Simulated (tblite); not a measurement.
C6H9O (doublet state).
SMILES with atom numbers: `[CH3:1][C@@H:2]1[CH2:3][CH2:4][CH:5][C:6]1=[O:7]` (hydrogens: H8, H9, H10 on C1; H11 on C2; H12, H13 on C3; H14, H15 on C4; H16 on C5)

Cartesian coordinates in Å at the GFN2-xTB level; atoms count from 1:
```
atom  x, y, z in Å
C1     2.008    0.199   -0.165
C2     0.618   -0.422   -0.127
C3    -0.419    0.274   -1.016
C4    -1.758    0.107   -0.283
C5    -1.383   -0.086    1.127
C6     0.001   -0.375    1.275
O7     0.608   -0.579    2.319
H8     2.640   -0.282    0.577
H9     2.458    0.078   -1.148
H10    1.955    1.260    0.068
H11    0.697   -1.481   -0.401
H12   -0.444   -0.136   -2.024
H13   -0.176    1.335   -1.088
H14   -2.437    0.953   -0.420
H15   -2.296   -0.778   -0.650
H16   -2.081   -0.059    1.945
```

Calculated harmonic vibrations of the isolated species, GFN2-xTB (tblite), most abundant isotopes, no scaling. Against measured fundamentals such values can be off by several per cent, at times by over 20. One conformer, not necessarily the lowest. Open shells enter through the occupations alone, without spin polarisation, and single modes of such species can be off by tens of per cent.

Harmonic wavenumbers (cm⁻¹): 88.5, 185.5, 189.0, 234.8, 363.0, 452.8, 523.0, 557.2, 630.3, 671.0, 802.2, 820.6, 928.5, 949.5, 987.2, 1006.0, 1050.6, 1078.0, 1137.6, 1150.5, 1164.7, 1175.9, 1251.6, 1266.2, 1283.8, 1321.2, 1328.0, 1405.8, 1425.6, 1486.7, 1492.1, 1497.5, 1633.1, 2871.6, 2915.4, 2949.6, 2987.5, 3013.7, 3028.7, 3032.8, 3047.3, 3125.6.

A = 3630, B = 3003, C = 1759 MHz; mass 97.065 u (most abundant isotopes); point group C1, symmetry number 1; spin multiplicity 2.

Question: What is the zero-point energy?

Answer: Half the sum of the wavenumbers: 29255 cm⁻¹ = 349.97 kJ/mol.

Question: Give the ideal-gas entropy at 400 K and 1 bar in the rigid-rotor, harmonic-oscillator model (classical rotation).

Answer: Translation 172.03, rotation 117.55, vibration 93.72, spin (R ln 2) 5.76: S = 389.1 J/(mol K).

Question: And Cp and H(400 K) − H(0)?

Answer: Cp = 154.72 J/(mol K), of which vibrations give 121.47 (their classical limit is 42 R = 349.2); H(400 K) − H(0) = 34.97 kJ/mol without the zero-point energy, 21.67 from vibrations.

Question: What must be added to the electronic energy to get the Gibbs energy at 400 K and 1 bar?

Answer: ZPE + [H(400 K) − H(0)] − T·S = 349.97 + 34.97 − 155.62 = 229.32 kJ/mol.

Question: Blend soft modes into free rotors: weight 1/[1 + (100 cm⁻¹/ν̃)⁴] for the oscillator and the rest for a rotor with moment μB/(μ + B), μ = h/(8π²ν), B = 10⁻⁴⁴ kg m². What vibrational entropy results?

Answer: 90.95 J/(mol K) in place of 93.72, which changes −T·S at 400 K by +1.11 kJ/mol.

Hindered rotation and anharmonicity are outside this model. Other conformers, if any are populated, would add a mixing term that is left out. The structure is chiral; the term R ln 2 for an equal mix with its mirror image is left out.
